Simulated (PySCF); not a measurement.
## Li: excitation energy

Li [He] 2s1 (2S) → Li [He] 3d1 (2D), as a difference of total energies. Computed with PySCF 2.14 in aug-cc-pVTZ (5s4p3d2f, 46 functions), with no relativity, point nucleus. The calculations carry no spin-orbit coupling.

| method | excitation energy (eV) | error (eV) |
| --- | --- | --- |
| UHF | 4.492 | +0.613 |
| LDA | 4.180 | +0.301 |
| PBE | 4.079 | +0.200 |
| PBE0 | 4.197 | +0.318 |
| r2SCAN | 4.116 | +0.237 |
| B3LYP | 4.157 | +0.278 |
| CAM-B3LYP | 4.431 | +0.552 |
| PW91 | 4.123 | +0.244 |
| r2SCAN0 | 4.245 | +0.366 |

Reference: 3.879 eV (measured; NIST levels, between the centres of gravity of the two terms).

The promoted electron is Rydberg-like, and one or two diffuse shells describe it only roughly, which tends to raise the upper state.
